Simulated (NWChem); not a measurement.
# C4H2FI; SMILES C#C/C=C(\F)I

No frequency run checked for a minimum. def2 effective core potentials on I; no spin-orbit coupling.

### Question
Give the equilibrium geometry at PBE0/def2-SVP with def2 effective core potentials on I (NWChem) as an XYZ file, with the point group.

### Answer
point group Cs; any orientation.
```
8

C      0.2717     4.1997     0.0000
C      0.4639     3.0013     0.0000
C      0.7237     1.6079     0.0000
C     -0.2516     0.6849     0.0000
F     -1.5255     1.0046     0.0000
I      0.0921    -1.3733     0.0000
H      0.0951     5.2597     0.0000
H      1.7607     1.2632     0.0000
```
